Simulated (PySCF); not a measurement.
## Circular dichroism: `C[C@@]1(F)CCO[C@H]1F`, C$_{5}$H$_{8}$F$_{2}$O

Cartesian coordinates in Å; atom numbers follow the order of the lines, from 1:
```xyz
16

C     1.7733    0.1521    0.3944
C     0.5237    0.1065   -0.4660
F     0.9162    0.1959   -1.7961
C    -0.3499   -1.1445   -0.2779
C    -1.6698   -0.5793    0.2596
O    -1.7358    0.7510   -0.2433
C    -0.4727    1.2687   -0.2070
F    -0.2222    1.8130    1.0441
H     1.5066    0.0790    1.4441
H     2.3007    1.0884    0.2291
H     2.4249   -0.6742    0.1203
H     0.1015   -1.8611    0.4033
H    -0.4987   -1.6150   -1.2494
H    -2.5536   -1.1037   -0.0994
H    -1.6727   -0.5587    1.3562
H    -0.3789    2.0906   -0.9236
```

Theory: TDDFT CAM-B3LYP/def2-SVPD circular dichroism and optical rotation, one conformer, gas phase in PySCF. Geometry: GFN2-xTB.

Task: What are the CIP labels of the stereocentres?

Result: C2 R, C7 S.

Task: List the lowest 8 singlet excitations with oscillator and rotatory strengths.

Result: Rotatory strengths R in 10⁻⁴⁰ esu² cm², velocity form and length form (origin at the centre of mass); f in length form.
```csv
state,E (eV),λ (nm),f,R (velocity),R (length),main
1,8.27,150,0.006,-4.9,-5.0,"HOMO→LUMO 0.74, HOMO→LUMO+1 0.14"
2,8.84,140,0.014,-11.8,-11.7,"HOMO−1→LUMO 0.75, HOMO−1→LUMO+2 0.10"
3,9.04,137,0.021,+15.9,+13.6,"HOMO→LUMO+2 0.58, HOMO→LUMO 0.09"
4,9.28,134,0.011,-33.3,-32.1,"HOMO→LUMO+1 0.56, HOMO−1→LUMO+2 0.09"
5,9.33,133,0.019,-28.5,-27.3,"HOMO−1→LUMO+2 0.18, HOMO−1→LUMO+4 0.14"
6,9.39,132,0.018,+31.9,+29.9,"HOMO→LUMO+3 0.60, HOMO→LUMO+5 0.19"
7,9.49,131,0.023,+20.5,+21.0,"HOMO−2→LUMO 0.48, HOMO−1→LUMO+1 0.27"
8,9.62,129,0.006,+12.5,+11.7,"HOMO−1→LUMO+1 0.30, HOMO−2→LUMO 0.16"
```

Among the states computed, the strongest CD band (largest |R|) is state 4. The largest dissymmetry factor in size, g = 4R/(D+G), with D and G the electric and magnetic dipole strengths, is -0.043 for state 4 (velocity form, f = 0.011), among bands with |R| over 0.5. The mirror image has the same energies and oscillator strengths and all R with the opposite sign.
